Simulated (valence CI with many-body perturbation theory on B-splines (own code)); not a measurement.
Hg75+: input, log and results

Calculated by relativistic CI+MBPT: three valence electrons over a frozen Dirac-Fock core [He], a basis of 6 s, 6 p, 5 d, 3 f, 1 g functions for each j, with the one-electron correlation potential Σ1 (screened to all orders), the two-electron term Σ2, the three-electron term Σ3, Breit, model QED; selected single and double excitations, second order for the rest, scaled by the run's own slope (own B-spline code, finite nucleus).

Command, and the settings that its task file holds:

```sh
python run_cv.py task.json out
```

```
atom Hg  Z=80  mass_number=202  rms_radius_fm=5.4648
core [He]
valence 2s2 2p1
avg = 1
basis = S
breit = 1
cap = 10000
capref = 1200
cscale = 1
de = 0.0
dress = 0
ecut = 40560
eps = 2e-08
extrap = 1
h = 0.27
hh = 1
l2 = 3
lcore = 6
maxit = 60
n2 = 5
natural = 1
nlev = 20
nno = [3, 3, 3, 2, 1]
nroot = 26
nsp = [3, 3, 2, 1, 0]
pt2 = 1
qed = 1
rpa = 1
s1 = 1
s2 = 0.5
s3 = 1
screen = 1
tol = 2e-05
whole = 1
```

It took 4.2 s on 1 thread of Arm Neoverse V2, with other jobs on the host.

Log. The first blocks belong to the next ion, which gives the ionisation energy. Fields: 2J, parity (1 odd), roots, reference size, generating configurations, candidates as configurations/state functions, variational space P, stored matrix elements, Davidson steps; e2 is the range of second-order energies in hartree. The first line gives the box (bohr), its intervals, the orbitals and the steps of their self-consistent field. Window is the range of levels sought, series limit the energy at which the first omitted orbital would enter, core excitation an estimate of the first excitation out of the core, left out the lowest levels not solved, and shifts from estimates the range by which levels moved from their first estimate, all in cm⁻¹.

```
rmax 0.8 intervals 52 orbitals 36 references ['2s2 2p', '2s 2p2', '2p3'] scf 2 t 0.3
2J=0 par=0 roots 2 ref 15 generators 2 cand 92/92 P 106/106 nnz 0 it 0
2J=0 par=0 roots 2 ref 15 generators 3 cand 1/1 P 107/107 nnz 0 it 0
   second order: generators 3 cand 0/0 e2 -0.00000 -0.00000
2J=0 par=1 roots 2 ref 11 generators 2 cand 73/73 P 84/84 nnz 0 it 0
   second order: generators 5 cand 0/0 e2 -0.00000 -0.00000
2J=2 par=1 roots 2 ref 28 generators 2 cand 188/188 P 214/214 nnz 0 it 0
2J=2 par=1 roots 2 ref 28 generators 2 cand 2/2 P 216/216 nnz 0 it 0
   second order: generators 2 cand 0/0 e2 -0.00000 -0.00000
reference levels 291, estimated 165, window 105503501 1/cm; series limit 141121537, core excitation 565298270
2J=1 par=1 roots 7 ref 32 generators 7 cand 85/108 P 1663/2443 nnz 0 it 3
2J=1 par=1 roots 7 ref 32 generators 10 cand 113/141 P 1685/2478 nnz 0 it 4
   second order: generators 12 cand 115/136 e2 -0.00000 -0.00000
2J=1 par=0 roots 8 ref 34 generators 8 cand 109/134 P 1703/2530 nnz 8.2e+05 it 3
2J=1 par=0 roots 8 ref 34 generators 11 cand 97/114 P 1726/2566 nnz 8.4e+05 it 3
   second order: generators 13 cand 160/201 e2 -0.00000 -0.00000
2J=3 par=1 roots 7 ref 47 generators 9 cand 728/1531 P 1551/3081 nnz 1.3e+06 it 4
2J=3 par=1 roots 7 ref 47 generators 11 cand 475/997 P 1594/3180 nnz 1.3e+06 it 3
   second order: generators 15 cand 521/1035 e2 -0.00000 -0.00000
2J=3 par=0 roots 7 ref 45 generators 6 cand 588/1140 P 1529/3123 nnz 1.3e+06 it 4
2J=3 par=0 roots 7 ref 45 generators 10 cand 421/710 P 1565/3203 nnz 1.4e+06 it 3
   second order: generators 12 cand 530/986 e2 -0.00000 -0.00000
2J=5 par=0 roots 4 ref 39 generators 6 cand 542/1293 P 1410/3079 nnz 1.3e+06 it 6
2J=5 par=0 roots 4 ref 39 generators 7 cand 318/753 P 1438/3142 nnz 1.4e+06 it 3
   second order: generators 8 cand 459/982 e2 -0.00000 -0.00000
2J=5 par=1 roots 2 ref 36 generators 3 cand 532/1284 P 1353/2953 nnz 1.2e+06 it 4
2J=5 par=1 roots 2 ref 36 generators 4 cand 358/866 P 1402/3083 nnz 1.4e+06 it 3
   second order: generators 5 cand 414/909 e2 -0.00000 -0.00000
2J=7 par=1 roots 1 ref 21 generators 2 cand 244/535 P 1177/2657 nnz 1.1e+06 it 3
2J=7 par=1 roots 1 ref 21 generators 2 cand 183/399 P 1215/2736 nnz 1.2e+06 it 3
   second order: generators 4 cand 359/860 e2 -0.00000 -0.00000
left out: unestimated 157395726, estimated 111450155, shifts from estimates 0 to 6
operators 0.1
```

The Davidson iterations converged.

No measured spectrum was set against this ion. As an estimate, large intervals hold to a few tenths of a per cent, small ones and those within an open d or f shell to about a per cent.

| Quantity | Value |
| --- | --- |
| Valence energy | -2546.747 hartree |
| Ionisation energy | 22576 eV (NIST: 22580 ± 100 eV (theoretical)) |
| Reference configurations for the orbitals | 2s2 2p, 2s 2p2, 2p3 |
| Radial orbitals | 36 |
| Box radius | 0.768 bohr |
| Largest variational space | 3203 |
| Lowest levels | (2s^2 2p1/2) J=1/2 0.00, (2s 2p1/2^2) J=1/2 2515.6, (2s^2 2p3/2) J=3/2 16910, (2s 2p1/2 2p3/2) J=3/2 [a] 18691, (2s 2p1/2 2p3/2) J=5/2 19032, (2s 2p1/2 2p3/2) J=1/2 19696, (2s 2p1/2 2p3/2) J=3/2 [b] 19709, (2p1/2^2 2p3/2) J=3/2 22304, (2s 2p3/2^2) J=5/2 35744, (2s 2p3/2^2) J=1/2 36728, (2s 2p3/2^2) J=3/2 36733, (2p1/2 2p3/2^2) J=3/2 38763, (2p1/2 2p3/2^2) J=5/2 38944, (2p1/2 2p3/2^2) J=1/2 39471 × 10³ cm⁻¹ |

Levels are named by their leading jj configuration (3d3/2^4 stands for four electrons in 3d with j = 3/2), which in mixed levels can hold well under half, so a name can repeat and another be missing. Letters in brackets count levels of one name in rising energy.
